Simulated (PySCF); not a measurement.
Point-charge models of `F[C@@]12CC[C@@H](O1)[C@@H](Cl)C2` against its computed dipole.

Coordinates (GFN2-xTB, Å) and charges (e) from the PBE0/pcSseg-1 density (PySCF):

```json
{"atom": "F1", "x": "0.238", "y": "1.236", "z": "-2.214", "Mulliken": "-0.2857", "IAO": "-0.2890", "Hirshfeld": "-0.0951", "ESP-fitted": "-0.2415"}
{"atom": "C2", "x": "0.101", "y": "0.555", "z": "-1.055", "Mulliken": "+0.3425", "IAO": "+0.4895", "Hirshfeld": "+0.1629", "ESP-fitted": "+0.4832"}
{"atom": "C3", "x": "-1.346", "y": "0.507", "z": "-0.523", "Mulliken": "-0.1891", "IAO": "-0.3044", "Hirshfeld": "-0.0889", "ESP-fitted": "-0.2904"}
{"atom": "C4", "x": "-1.274", "y": "-0.766", "z": "0.337", "Mulliken": "-0.1333", "IAO": "-0.2880", "Hirshfeld": "-0.0750", "ESP-fitted": "-0.1285"}
{"atom": "C5", "x": "0.197", "y": "-1.184", "z": "0.114", "Mulliken": "-0.0003", "IAO": "+0.0755", "Hirshfeld": "+0.0354", "ESP-fitted": "+0.1365"}
{"atom": "O6", "x": "0.445", "y": "-0.799", "z": "-1.221", "Mulliken": "-0.4375", "IAO": "-0.3949", "Hirshfeld": "-0.1513", "ESP-fitted": "-0.3247"}
{"atom": "C7", "x": "1.087", "y": "-0.225", "z": "0.937", "Mulliken": "-0.2374", "IAO": "-0.1166", "Hirshfeld": "+0.0009", "ESP-fitted": "-0.2856"}
{"atom": "Cl8", "x": "2.735", "y": "-0.877", "z": "1.109", "Mulliken": "-0.1017", "IAO": "-0.1068", "Hirshfeld": "-0.0678", "ESP-fitted": "-0.1227"}
{"atom": "C9", "x": "1.050", "y": "1.034", "z": "0.063", "Mulliken": "-0.0784", "IAO": "-0.3080", "Hirshfeld": "-0.0956", "ESP-fitted": "-0.1752"}
{"atom": "H10", "x": "-2.033", "y": "0.400", "z": "-1.361", "Mulliken": "+0.1414", "IAO": "+0.1577", "Hirshfeld": "+0.0462", "ESP-fitted": "+0.1287"}
{"atom": "H11", "x": "-1.603", "y": "1.401", "z": "0.038", "Mulliken": "+0.1284", "IAO": "+0.1432", "Hirshfeld": "+0.0442", "ESP-fitted": "+0.1049"}
{"atom": "H12", "x": "-1.940", "y": "-1.539", "z": "-0.038", "Mulliken": "+0.1412", "IAO": "+0.1548", "Hirshfeld": "+0.0488", "ESP-fitted": "+0.0863"}
{"atom": "H13", "x": "-1.494", "y": "-0.589", "z": "1.387", "Mulliken": "+0.1248", "IAO": "+0.1401", "Hirshfeld": "+0.0438", "ESP-fitted": "+0.0724"}
{"atom": "H14", "x": "0.415", "y": "-2.240", "z": "0.249", "Mulliken": "+0.1324", "IAO": "+0.1659", "Hirshfeld": "+0.0522", "ESP-fitted": "+0.1117"}
{"atom": "H15", "x": "0.714", "y": "-0.070", "z": "1.948", "Mulliken": "+0.1614", "IAO": "+0.1579", "Hirshfeld": "+0.0457", "ESP-fitted": "+0.2066"}
{"atom": "H16", "x": "0.676", "y": "1.911", "z": "0.586", "Mulliken": "+0.1361", "IAO": "+0.1501", "Hirshfeld": "+0.0493", "ESP-fitted": "+0.1055"}
{"atom": "H17", "x": "2.025", "y": "1.258", "z": "-0.366", "Mulliken": "+0.1553", "IAO": "+0.1731", "Hirshfeld": "+0.0442", "ESP-fitted": "+0.1328"}
```

**Question.** What dipole does each set of charges give (1 e·Å = 4.803 D), and what does the density give?

**Answer.** The full density gives (-2.67, 0.63, 2.32) D, 3.59 D in size; dipole vectors point from the negative to the positive end.

| scheme | μx | μy | μz | size (D) | share of the full size (%) | angle to the full dipole (°) |
| --- | --- | --- | --- | --- | --- | --- |
| Mulliken | -3.84 | 1.67 | 4.18 | 5.91 | 165 | 9 |
| IAO | -2.75 | 0.35 | 3.75 | 4.67 | 130 | 14 |
| Hirshfeld | -1.36 | 0.16 | 1.35 | 1.92 | 54 | 6 |
| ESP-fitted | -2.75 | 0.66 | 2.40 | 3.71 | 103 | 0 |

**Question.** Which set comes closest?

**Answer.** Length of the difference vector: ESP-fitted 0.12 D, IAO 1.47 D, Hirshfeld 1.69 D, Mulliken 2.43 D. Closest: ESP-fitted. ESP charges are fitted to the potential around the molecule, whose slowest-falling term is the dipole's. The schemes that divide the density aren't constrained to reproduce the dipole.

**Question.** What is left for the Hirshfeld atoms' own dipoles?

**Answer.** The shares of the density sum to the whole, so what Σ q r misses lies in dipoles about the nuclei. The atomic dipoles sum to (-2.67, 0.63, 2.32) − (-1.36, 0.16, 1.35) = (-1.31, 0.47, 0.97) D, 1.69 D in size.

**Question.** With the origin at the mean of the coordinates, (0.000, 0.001, -0.001) Å, which are the largest single terms, by size, of the ESP-fitted dipole along the direction of the full one?

**Answer.** O6 +1.96, F1 +1.61, C2 -1.53, C3 -1.05, H17 -0.97 D; all 17 atoms together +3.71 D. The single terms depend on the origin, their sum doesn't.

**Question.** Give the size of the full dipole in other units.

**Answer.** 3.59 D = 1.412 au = 0.747 e·Å = 11.97 × 10⁻³⁰ C·m.

Geometry: GFN2-xTB; no solvent, vibrations or thermal averaging.
